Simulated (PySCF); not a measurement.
## `O=COC=C1C=C1`, C₅H₄O₂

Geometry:
```csv
atom,x (Å),y (Å),z (Å)
O1,1.050,1.229,-1.208
C2,1.758,0.267,-1.099
O3,1.631,-0.758,-0.286
C4,0.564,-0.855,0.622
C5,-0.596,-0.252,0.514
C6,-1.567,0.612,-0.127
C7,-1.926,0.038,1.008
H8,2.671,0.107,-1.704
H9,0.823,-1.524,1.427
H10,-1.757,1.261,-0.946
H11,-2.645,-0.123,1.773
```

Theory: PySCF 2.14.0, GIAO B97-2/pcSseg-1 magnetisability, rotational g tensor and spin-rotation constants, non-relativistic, gas phase. Geometry: GFN2-xTB.

Task: What are the magnetisability and the molar susceptibility?

Result: Isotropic -753 × 10⁻³⁰ J/T², or -45.3 × 10⁻⁶ cm³/mol; principal values -993, -677, -589 × 10⁻³⁰ J/T², anisotropy 368 × 10⁻³⁰ J/T² (root of half the summed squared differences of the principal values). The susceptibility is in cgs units.

Task: Split it along the inertial axes a, b, c into diamagnetic and paramagnetic parts about the centre of mass, with the quadrupole moment.

Result: 
| axis | χ (10⁻⁶ cm³/mol) | diamagnetic (10⁻⁶ cm³/mol) | paramagnetic (10⁻⁶ cm³/mol) | summed x² of all electrons (Å²) | quadrupole Θ (D Å) |
| --- | --- | --- | --- | --- | --- |
| a | -41.4 | -269.6 | 228.1 | 131.3 | +10.00 |
| b | -35.9 | -599.7 | 563.8 | 53.5 | -4.72 |
| c | -58.7 | -783.6 | 725.0 | 10.1 | -5.28 |

Anisotropies 2χaa − χbb − χcc = +11.7 and 2χbb − χaa − χcc = +28.3 × 10⁻⁶ cm³/mol. Θ is traceless in Buckingham's convention.

Task: And the rotational g tensor?

Result: 
```tsv
axis	rotational constant (GHz)	g	nuclear part	electronic part
a	6.0374	-0.0856	0.5615	-0.6471
b	2.1911	-0.0278	0.5525	-0.5804
c	1.6353	-0.0031	0.5539	-0.5570
```
Asymmetric top; isotopes 12C, 1H, 16O; no vibrational averaging.
